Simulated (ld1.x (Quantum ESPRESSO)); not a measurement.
## lead (Pb): one change to an ultrasoft potential, before and after

* Element: lead (Pb)
* Generator: ld1.x (Quantum ESPRESSO) 7.5
* Type: ultrasoft
* Functional: PBE
* Relativity: scalar-relativistic
* Frozen core: [Xe] 4f14 5d10
* Valence charge: 4
* Reference configuration: 6s2 6p2
* Partial waves: 6s (bound): rcut 1.90, rcutus 2.10 bohr; 6s channel at 1.4 Ry: rcut 1.90, rcutus 2.10 bohr; 6p (bound): rcut 2.00, rcutus 2.50 bohr; 6p channel at 0.25 Ry: rcut 2.00, rcutus 2.50 bohr
* Local potential: all-electron potential smoothed inside 2.20 bohr (lloc = -1)
* Core correction: Bessel-smoothed model core inside 1.85 bohr
* Augmentation charge: PSQ, inside the norm-conserving radii

All-electron outer shells of the reference configuration (PBE, scalar-relativistic, ld1.x):

```csv
shell,level (eV),outermost node (bohr),outermost maximum (bohr)
5p,-85.83,0.49,0.88
5d,-21.18,0.52,1.07
6s,-12.04,1.01,1.95
6p,-3.50,1.18,2.67
```

Change: local potential all-electron potential smoothed inside 1.14 bohr (lloc = -1).

Cutoffs: the cutoffs (Ry, on a coarse ladder) from which the occupation-weighted sum of valence levels, in a spherical-Bessel basis at the reference potential, stays within 10 and 1 mRy of its value at 400 Ry; they do not see the model core or the augmentation charge, which bear on the density cutoff. Errors are all-electron minus pseudo energies relative to the spin-unpolarised reference configuration.

Q: What does the change do?

A: The potential gets neither clearly harder nor softer (8 Ry and 10 Ry → 6 Ry and 15 Ry); a bound ghost appears in d, p, s, which as a rule spoils a file; the errors of the 7 common tests hardly move. A state that the projectors do not describe sees the local part alone, so a deeper or shallower local part can create or remove a ghost.

```csv
quantity,base,changed
"cutoff, loose",8 Ry,6 Ry
"cutoff, tight",10 Ry,15 Ry
bound ghosts,none,"s, p, d"
"error for 6s2 6p1, meV [ΔE 6.58 eV]",-21,-21
"error for 6s2 6p0, meV [ΔE 20.02 eV]",-146,-146
"error for 6s1 6p0, meV [ΔE 52.43 eV]",-729,-729
"error for 6s1 6p3, meV [ΔE 8.74 eV]",-36,-37
"error for 6s2 6p1.5, meV [ΔE 2.49 eV]",-4.1,-4.1
"error for 6s2 6p2.3, meV [ΔE -0.80 eV]",-0.1,-0.1
"error for 6s0 6p4, meV [ΔE 17.83 eV]",-138,-138
s: phases at 2.68 bohr within 0.05 rad from the reference energy up to (Ry; the scan ends near 5),3.6,3.7
p: phases at 2.68 bohr within 0.05 rad from the reference energy up to (Ry; the scan ends near 5),3.8,4.3
lowest overlap eigenvalue by channel,"s 0.41, p 0.50","s 0.14, p 0.25"
```

 A true bound ghost makes a file unfit for plane-wave use even where its test errors are small: the radial tests pick states by their node count and pass the ghost by.
